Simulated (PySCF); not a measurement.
Vertical excitations of a molecule C3H7O2, multiplicity 2 from TDA-LC-ωPBE/def2-SVPD in PySCF, as energy in eV (oscillator strength): 0.53 (0.000), 4.58 (0.001), 5.15 (0.004), 6.01 (0.001), 6.57 (0.053), 7.28 (0.000), 7.56 (0.012), 7.69 (0.009), 8.08 (0.001), 8.25 (0.001). Coordinates come from a ωB97X-D3(BJ)/def2-SVP optimisation. One conformer was computed; it need not be the lowest.

Q: Which molecule gave these data?
A) CC([O])CO
B) CC(O)[CH]O
C) COCC[O]
D) CC(O)C[O]

A: D, CC(O)C[O]
